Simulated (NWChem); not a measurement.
# CsBr: a line through the functionals

CsBr: 2 atoms, total charge 0, spin state singlet. As SMILES, `[Br][Cs]`. Geometry: the measured bond length.

The dipole moment y, in D, basis def2-TZVPP with a core potential; a is the functional's share of exact exchange. Programs: NWChem 7.3.0.

| functional | program | a | y (D) |
| --- | --- | --- | --- |
| BLYP | NWChem | 0 | 10.29 |
| revPBE | NWChem | 0 | 10.30 |
| B3LYP | NWChem | 0.2 | ? |
| PBE0 | NWChem | 0.25 | 10.70 |
| BHLYP | NWChem | 0.5 | 11.00 |

Q: Fit y = c + s·a to the known rows and predict B3LYP.

A: 
1. Means of the 4 rows: a = 0.1875, y = 10.572.
2. Σ(Δa)² = 0.17188, Σ(Δa·Δy) = 0.24562, so the slope is 0.24562/0.17188 = 1.429.
3. Intercept: 10.572 − (1.429) × 0.1875 = 10.304. The largest residual of the fit is 0.039.
4. B3LYP: 10.304 + (1.429) × 0.2 = 10.59 D.

The run gave 10.65 D, so the prediction is off by -0.06 D, more than the scatter of the fit. More exact exchange makes the molecule more polar here.
